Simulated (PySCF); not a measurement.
# Telling isomers of C$_{5}$H$_{6}$N$_{2}$O$_{2}$ apart by NMR

Calculated, not measured (PySCF 2.14): GIAO PBE0/pcSseg-1 shieldings, GFN2-xTB structure. A single conformation, fast rotation and ring inversion assumed for equivalent nuclei, no relativistic terms, no solvent model.

References, each an isolated molecule treated in the same way: 1H (σref 31.72), 13C (σref 186.93) vs TMS. Where no couplings were computed, multiplicities follow the n + 1 count of equivalent neighbours, and m marks all less simple cases (inequivalent or close neighbours, rings, F or P nearby). Shifts are as computed. Against solution values, carbons near 30 ppm lie about +3 ppm off and those near 130 ppm about +5 ppm. Of 1211 compounds with measured shifts, 218 miss one by over three times the rms of a fit or turn the order of signals round; such compounds aren't used in these exercises.

(1) Tabulate the signals of `CC(=O)c1noc(C)n1`, `O=COCn1cccn1` and their relative energies.

(2) What is the quickest way to tell CC(=O)c1noc(C)n1 from O=COCn1cccn1?

## Answers

(1) 
```tsv
SMILES	carbon types	δC	δH	E rel. (kcal/mol)
CC(=O)c1noc(C)n1	3×C 2×CH3	195.0, 184.6, 169.3, 33.6, 14.5	2.81 (s, 3H), 2.79 (s, 3H)	12.7
O=COCn1cccn1	4×CH 1×CH2	167.1, 143.7, 137.0, 113.9, 73.9	8.19 (s, 1H), 8.01 (m, 1H), 7.64 (m, 1H), 6.51 (m, 1H), 6.38 (s, 2H)	0.0
```

Energies are electronic energies at PBE0/pcSseg-1 on these geometries, without zero-point or thermal terms, each for the one conformer computed, which needn't be the lowest.

(2) Both give the same number of carbon signals, but DEPT or the intensities differ. The first has a ketone carbonyl carbon (C) at 195.0 ppm, the second an ester carbonyl carbon (CH) at 167.1 ppm. In the proton spectra the most deshielded non-exchanging signals are 2.81 (s, 3H) and 8.19 (s, 1H).
